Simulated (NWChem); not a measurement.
System: C$_{2}$H$_{5}$BFNO; SMILES C/N=C/B(O)F

Output (shortened):

```
             Northwest Computational Chemistry Package (NWChem) 7.3.0
             --------------------------------------------------------

 C1  symmetry detected

                             Geometry "geometry" -> ""
                             -------------------------

 Output coordinates in angstroms (scale by  1.889725989 to convert to a.u.)

  No.       Tag          Charge          X              Y              Z
 ---- ---------------- ---------- -------------- -------------- --------------
    1 C                    6.0000     0.07232254     2.71208444    -0.00022465
    2 N                    7.0000    -0.36334339     1.35686855    -0.00365496
    3 C                    6.0000     0.47135704     0.41033259     0.00466562
    4 B                    5.0000     0.03840618    -1.10110595     0.00076956
    5 O                    8.0000     0.96139018    -2.06044287    -0.00258017
    6 F                    9.0000    -1.25067139    -1.45858957     0.00112472
    7 H                    1.0000    -0.36237224     3.20154695     0.87014168
    8 H                    1.0000     1.16550139     2.82787418     0.01294652
    9 H                    1.0000    -0.34061821     3.19912124    -0.88687924
   10 H                    1.0000     1.55660091     0.61770311     0.01458892
   11 H                    1.0000     0.63510454    -2.96244869    -0.00518789

 Effective nuclear repulsion energy (a.u.)     212.3916903612

                                Z-matrix (autoz)
                                --------

 Units are Angstrom for bonds and degrees for angles

      Type          Name      I     J     K     L     M      Value
      ----------- --------  ----- ----- ----- ----- ----- ----------
    1 Stretch                  1     2                       1.42353
    2 Stretch                  1     7                       1.08907
    3 Stretch                  1     8                       1.09937
    4 Stretch                  1     9                       1.09265
    5 Stretch                  2     3                       1.26203
    6 Stretch                  3     4                       1.57223
    7 Stretch                  3    10                       1.10492
    8 Stretch                  4     5                       1.33125
    9 Stretch                  4     6                       1.33773
   10 Stretch                  5    11                       0.95921
   11 Bend                     1     2     3               120.76950
   12 Bend                     2     1     7               107.91673
   13 Bend                     2     1     8               113.86737
   14 Bend                     2     1     9               107.86236
   15 Bend                     2     3     4               122.60626
   16 Bend                     2     3    10               120.59143
   17 Bend                     3     4     5               120.12228
   18 Bend                     3     4     6               121.48380
   19 Bend                     4     3    10               116.80229
   20 Bend                     4     5    11               116.21990
   21 Bend                     5     4     6               118.39392
   22 Bend                     7     1     8               109.87592
   23 Bend                     7     1     9               107.29787
   24 Bend                     8     1     9               109.78991
   25 Torsion                  1     2     3     4        -179.97541
   26 Torsion                  1     2     3    10          -0.01115
   27 Torsion                  2     3     4     5         179.37644
   28 Torsion                  2     3     4     6          -0.64405
   29 Torsion                  3     2     1     7        -122.42879
   30 Torsion                  3     2     1     8          -0.16771
   31 Torsion                  3     2     1     9         121.94405
   32 Torsion                  3     4     5    11        -179.97787
   33 Torsion                  5     4     3    10          -0.58909
   34 Torsion                  6     4     3    10         179.39042
   35 Torsion                  6     4     5    11           0.04199

                           NWChem Geometry Optimization
                           ----------------------------

 maximum gradient threshold         (gmax) =   0.000450
 rms gradient threshold             (grms) =   0.000300
 maximum cartesian step threshold   (xmax) =   0.001800
 rms cartesian step threshold       (xrms) =   0.001200
 fixed trust radius                (trust) =   0.300000
 source of zmatrix                         =   autoz

          -------------------
          Energy Minimization
          -------------------

 Using diagonal initial Hessian
 Scaling for Hessian diagonals: bonds = 1.00  angles = 0.25  torsions = 0.10

          --------
          Step   0

                                 NWChem DFT Module
                                 -----------------

 Summary of "ao basis" -> "ao basis" (spherical)
 ------------------------------------------------------------------------------
       Tag                 Description            Shells   Functions and Types
 ---------------- ------------------------------  ------  ---------------------
 C                          def2-svp                 6       14   3s2p1d
 N                          def2-svp                 6       14   3s2p1d
 B                          def2-svp                 6       14   3s2p1d
 O                          def2-svp                 6       14   3s2p1d
 F                          def2-svp                 6       14   3s2p1d
 H                          def2-svp                 3        5   2s1p

            General Information
            -------------------
          SCF calculation type: DFT
          Wavefunction type:  closed shell.
          No. of atoms     :    11
          No. of electrons :    46
           Alpha electrons :    23
            Beta electrons :    23
          Charge           :     0
          Spin multiplicity:     1
          Use of symmetry is: off; symmetry adaption is: off
          Maximum number of iterations: 150
          AO basis - number of functions:   109
                     number of shells:    51
          Convergence on energy requested:  1.00D-06
          Convergence on density requested:  1.00D-05
          Convergence on gradient requested:  5.00D-04

              XC Information
              --------------
                         PBE0 Method XC Functional
                     Hartree-Fock (Exact) Exchange  0.250
          PerdewBurkeErnzerhof Exchange Functional  0.750
            Perdew 1991 LDA Correlation Functional  1.000 local
           PerdewBurkeErnz. Correlation Functional  1.000 non-local

[...]

      ----------------------
      Optimization converged
      ----------------------

  Step       Energy      Delta E   Gmax     Grms     Xrms     Xmax
  ---- ---------------- -------- -------- -------- -------- --------
@    6    -333.36769311 -2.0D-07  0.00002  0.00001  0.00043  0.00106
                                     ok       ok       ok       ok

                                Z-matrix (autoz)
                                --------

 Units are Angstrom for bonds and degrees for angles

      Type          Name      I     J     K     L     M      Value     Gradient
      ----------- --------  ----- ----- ----- ----- ----- ---------- ----------
    1 Stretch                  1     2                       1.43188   -0.00002
    2 Stretch                  1     7                       1.10274   -0.00000
    3 Stretch                  1     8                       1.10894    0.00000
    4 Stretch                  1     9                       1.10276   -0.00000
    5 Stretch                  2     3                       1.27234   -0.00001
    6 Stretch                  3     4                       1.57142    0.00000
    7 Stretch                  3    10                       1.11356    0.00000
    8 Stretch                  4     5                       1.34858    0.00002
    9 Stretch                  4     6                       1.33052    0.00000
   10 Stretch                  5    11                       0.96439    0.00002
   11 Bend                     1     2     3               119.10242   -0.00000
   12 Bend                     2     1     7               109.11786   -0.00000
   13 Bend                     2     1     8               114.33794    0.00000
   14 Bend                     2     1     9               109.10559   -0.00001
   15 Bend                     2     3     4               120.41140    0.00000
   16 Bend                     2     3    10               120.83620   -0.00000
   17 Bend                     3     4     5               119.13116    0.00000
   18 Bend                     3     4     6               121.18864    0.00001
   19 Bend                     4     3    10               118.75239   -0.00000
   20 Bend                     4     5    11               112.68776   -0.00001
   21 Bend                     5     4     6               119.68020   -0.00001
   22 Bend                     7     1     8               109.06516    0.00000
   23 Bend                     7     1     9               105.81907    0.00000
   24 Bend                     8     1     9               109.05012    0.00000
   25 Torsion                  1     2     3     4        -179.93202    0.00000
   26 Torsion                  1     2     3    10           0.02403    0.00000
   27 Torsion                  2     3     4     5         179.45710   -0.00001
   28 Torsion                  2     3     4     6          -0.54580   -0.00001
   29 Torsion                  3     2     1     7        -122.57946   -0.00001
   30 Torsion                  3     2     1     8          -0.15306   -0.00001
   31 Torsion                  3     2     1     9         122.24451   -0.00001
   32 Torsion                  3     4     5    11        -179.98254    0.00000
   33 Torsion                  5     4     3    10          -0.49985   -0.00001
   34 Torsion                  6     4     3    10         179.49725   -0.00001
   35 Torsion                  6     4     5    11           0.02031    0.00000

                         Geometry "geometry" -> "geometry"
                         ---------------------------------

 Output coordinates in angstroms (scale by  1.889725989 to convert to a.u.)

  No.       Tag          Charge          X              Y              Z
 ---- ---------------- ---------- -------------- -------------- --------------
    1 C                    6.0000     0.06326135     2.69578701    -0.00105701
    2 N                    7.0000    -0.37744506     1.33341706    -0.00376814
    3 C                    6.0000     0.48978534     0.40246081     0.00477025
    4 B                    5.0000     0.04042496    -1.10333689     0.00050132
    5 O                    8.0000     0.98149832    -2.06928189    -0.00139909
    6 F                    9.0000    -1.24728710    -1.43809848    -0.00119984
    7 H                    1.0000    -0.36717110     3.21287449     0.87266007
    8 H                    1.0000     1.16518930     2.81963433     0.01133243
    9 H                    1.0000    -0.34675017     3.20954313    -0.88651239
   10 H                    1.0000     1.57841301     0.63655803     0.01464529
   11 H                    1.0000     0.60375869    -2.95661361    -0.00426278

 Effective nuclear repulsion energy (a.u.)     212.0252282186

[...]

 Rotational Constants
 --------------------
 A=   0.302036 cm-1  (  0.434553 K)
 B=   0.061580 cm-1  (  0.088597 K)
 C=   0.051640 cm-1  (  0.074297 K)

 Temperature                      =   298.15K
 frequency scaling parameter      =   1.0000

 Zero-Point correction to Energy  =   51.035 kcal/mol  (  0.081329 au)
 Thermal correction to Energy     =   55.268 kcal/mol  (  0.088076 au)
 Thermal correction to Enthalpy   =   55.861 kcal/mol  (  0.089020 au)

 Total Entropy                    =   81.108 cal/mol-K
   - Translational                =   39.355 cal/mol-K (mol. weight =  89.0448)
   - Rotational                   =   26.909 cal/mol-K (symmetry #  =        1)
   - Vibrational                  =   14.845 cal/mol-K

 Cv (constant volume heat capacity) =   22.414 cal/mol-K
   - Translational                  =    2.979 cal/mol-K
   - Rotational                     =    2.979 cal/mol-K
   - Vibrational                    =   16.455 cal/mol-K

[normal modes left out]

 ----------------------------------------------------------------------------
 Normal Eigenvalue ||           Projected Infra Red Intensities
  Mode   [cm**-1]  || [atomic units] [(debye/angs)**2] [(KM/mol)] [arbitrary]
 ------ ---------- || -------------- ----------------- ---------- -----------
    1       -0.000 ||    0.000003           0.000         0.003       0.001
    2       -0.000 ||    0.000106           0.002         0.103       0.025
    3       -0.000 ||    0.000710           0.016         0.693       0.166
    4        0.000 ||    0.000530           0.012         0.517       0.124
    5        0.000 ||    0.000126           0.003         0.123       0.030
    6        0.000 ||    0.000111           0.003         0.108       0.026
    7       77.832 ||    0.000578           0.013         0.564       0.135
    8      148.861 ||    0.002828           0.065         2.757       0.662
    9      187.841 ||    0.007844           0.181         7.646       1.837
   10      227.070 ||    0.008037           0.185         7.835       1.883
   11      360.657 ||    0.014362           0.331        14.001       3.364
   12      411.593 ||    0.000907           0.021         0.884       0.213
   13      565.487 ||    0.041221           0.951        40.185       9.656
   14      574.352 ||    0.050428           1.163        49.160      11.812
   15      669.244 ||    0.122890           2.835       119.800      28.786
   16      836.310 ||    0.019295           0.445        18.810       4.520
   17      949.917 ||    0.014767           0.341        14.396       3.459
   18     1003.567 ||    0.126318           2.914       123.141      29.589
   19     1052.838 ||    0.006656           0.154         6.489       1.559
   20     1130.894 ||    0.000891           0.021         0.869       0.209
   21     1153.627 ||    0.015137           0.349        14.756       3.546
   22     1300.294 ||    0.122939           2.836       119.847      28.797
   23     1400.044 ||    0.031573           0.728        30.778       7.396
   24     1416.095 ||    0.133532           3.081       130.174      31.279
   25     1445.326 ||    0.006184           0.143         6.029       1.449
   26     1458.646 ||    0.015325           0.354        14.940       3.590
   27     1472.190 ||    0.385754           8.900       376.052      90.360
   28     1774.184 ||    0.022199           0.512        21.641       5.200
   29     2980.751 ||    0.051504           1.188        50.209      12.065
   30     2991.291 ||    0.059192           1.366        57.704      13.865
   31     3106.453 ||    0.017709           0.409        17.263       4.148
   32     3128.517 ||    0.007032           0.162         6.856       1.647
   33     3892.407 ||    0.122106           2.817       119.035      28.602
 ----------------------------------------------------------------------------
```

Level: PBE0/def2-SVP. 

Q: Write an input that gives this output.

A: This is not unique; one that fits is the input that was run:
```
start job
memory heap 200 mb stack 700 mb global 900 mb
geometry units angstroms
  C     -2.773234     0.466341     0.168887
  N     -1.489302    -0.122119    -0.009046
  C     -0.438965     0.557697     0.156383
  B      1.000101    -0.047758    -0.029147
  O      2.074812     0.718114     0.145994
  F      1.180660    -1.330559    -0.362817
  H     -3.301869    -0.106551     0.929420
  H     -2.740491     1.527184     0.455524
  H     -3.326500     0.352770    -0.766463
  H     -0.498079     1.623292     0.442509
  H      2.924476     0.291663     0.018345
end
basis spherical
  * library def2-svp
end
dft
  xc pbe0
  iterations 150
end
driver
  maxiter 120
end
task dft optimize
task dft freq
```
